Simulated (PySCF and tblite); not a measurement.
C₄H₆BrN, numbered as in [N:1]#[C:2][CH2:3][CH2:4][CH2:5][Br:6].

Free energies: PBE0-D3(BJ)/pcSseg-1 on GFN2-xTB structures plus GFN2-xTB thermal terms, symmetry and mirror images included. Conformers within 3 kcal/mol (GFN2-xTB free energy) were kept, 10 at most. GIAO shieldings: PBE0/pcSseg-1. Shifts are against TMS (¹H), TMS (¹³C), NH3 (¹⁵N) at the same level. Codes: tblite and PySCF.

Torsions listed: C2–C3–C4–C5, C3–C4–C5–Br6. Of a mirror pair one member is shown.

| conformer | shape | symmetry | E(GFN2) kcal/mol | E(DFT) kcal/mol |
| --- | --- | --- | --- | --- |
| 1 | -63°, -66° | C1 (pair) | 0.00 | 0.00 |
| 2 | -178°, -64° | C1 (pair) | 0.59 | 0.72 |
| 3 | -62°, -179° | C1 (pair) | 0.58 | 1.55 |
| 4 | 180°, 180° | Cs | 1.27 | 2.30 |
| 5 | -85°, 66° | C1 (pair) | 2.96 | 3.68 |

**Question.** How much do the weights at 298.15 K and the averaged shift of H5 depend on how the conformers are weighted?

**Answer.** 
| weighting | 1 (%) | 2 (%) | 3 (%) | 4 (%) | 5 (%) | δ (ppm) | rms dipole (D) |
| --- | --- | --- | --- | --- | --- | --- | --- |
| DFT energy with thermal terms, symmetry and mirror images (full scheme) | 66 | 26 | 7 | 1 | 0 | 3.80 | 3.61 |
| DFT energy with symmetry and mirror images | 72 | 21 | 5 | 1 | 0 | 3.82 | 3.61 |
| bare DFT energy | 72 | 21 | 5 | 1 | 0 | 3.82 | 3.61 |
| GFN2-xTB energy with symmetry and mirror images | 55 | 20 | 21 | 3 | 0 | 3.77 | 3.61 |
| GFN2-xTB free energy | 47 | 23 | 25 | 5 | 0 | 3.74 | 3.60 |
| leading conformer alone | 100 | 0 | 0 | 0 | 0 | 3.91 | 3.61 |
| equal weights | 20 | 20 | 20 | 20 | 20 | 3.62 | 4.02 |
| full scheme, search stopped after three starts | 91 | 0 | 9 | 0 | 0 | 3.88 | 3.60 |

The largest departure from the full scheme, 0.18 ppm, comes with: equal weights.

Spin–orbit effects of the heavy atoms on shieldings are missing.


¹⁵N shifts are against a computed isolated NH3 molecule, about 20 ppm from the liquid.